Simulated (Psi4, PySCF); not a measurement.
Input for Psi4:
```
memory 2 GB

molecule mol {
-1 1
  O     0.275249   -0.584207   -0.623035
  C     0.094019    0.903338   -0.294032
  C     1.024605   -1.203596    0.342290
  C    -1.279346    1.022850    0.395882
  H    -0.065096    1.311894   -1.335595
  H     1.248775   -2.231603    0.010340
  H     1.982234   -0.682047    0.532920
  H     0.501825   -1.276230    1.317668
  H    -2.141258    0.558954   -0.131568
  H    -1.248100    0.571009    1.396632
  H    -1.516041    2.086133    0.529044
}

set basis sto-3g
set reference rhf
set freeze_core true
set mp2_type conv
set scf_type pk
set puream true
set d_convergence 1e-8

energy('ccsd(t)')
print_variables()
```

Write the same job for PySCF.

One answer among several that fit: 
```python
from pyscf import gto, scf, cc

mol = gto.Mole()
mol.atom = '''
    O     0.27524919   -0.58420743   -0.62303532
    C     0.09401883    0.90333784   -0.29403238
    C     1.02460482   -1.20359562    0.34229042
    C    -1.27934567    1.02284955    0.39588235
    H    -0.06509560    1.31189351   -1.33559503
    H     1.24877528   -2.23160334    0.01033964
    H     1.98223373   -0.68204747    0.53292018
    H     0.50182452   -1.27623020    1.31766778
    H    -2.14125770    0.55895431   -0.13156786
    H    -1.24810032    0.57100939    1.39663175
    H    -1.51604143    2.08613261    0.52904382
'''
mol.basis = 'sto-3g'
mol.charge = -1
mol.verbose = 4
mol.build()

mf = scf.RHF(mol)
mf.kernel()

mycc = cc.CCSD(mf, frozen=4)
mycc.kernel()
et = mycc.ccsd_t()
print('E(CCSD(T)) = %.10f' % (mycc.e_tot + et))
```

Both were run: Psi4 gave -190.108103 Eh and PySCF -190.108103 Eh, 0.000 mEh apart.
